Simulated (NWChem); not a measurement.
System: CAuO, doublet; SMILES [O+]#[C-]->[Au]

NWChem input:

```
start job
memory heap 200 mb stack 900 mb global 1100 mb
geometry units angstroms noautoz
  Au     0.028996    -0.416998     0.000000
  O     -0.191789     2.559252     0.000000
  C      0.386033     1.574044     0.000000
end
basis spherical
  * library def2-svp
end
ecp
  Au library def2-ecp
end
dft
  odft
  mult 2
  xc xpbe96 cpbe96
  iterations 150
end
tddft
  cis
  nroots 6
end
task tddft energy
```

In the optimisation the excess spin sits in a' (Cs, its own frame). The geometry was optimised at PBE0/def2-SVP, spin-unrestricted. This spin state was assumed; another may lie lower. No stability test was run on the SCF state. def2 effective core potentials on Au; no spin-orbit coupling.

Vertical excitations in the gas phase. Excited states of an open shell can be spin-contaminated.

### Question
Predict the main results of this run. (PBE/def2-SVP with def2 effective core potentials on Au, spin-unrestricted, TDA.) Quantities: lowest excitation (eV); oscillator strength of that lowest state; lowest empty minus highest occupied level, either spin (eV).

### Answer
```json
{
 "lowest excitation (eV)": "2.43",
 "oscillator_strength_of_that_lowest_state": "0.004",
 "lowest empty minus highest occupied level, either spin (eV)": "0.88"
}
```
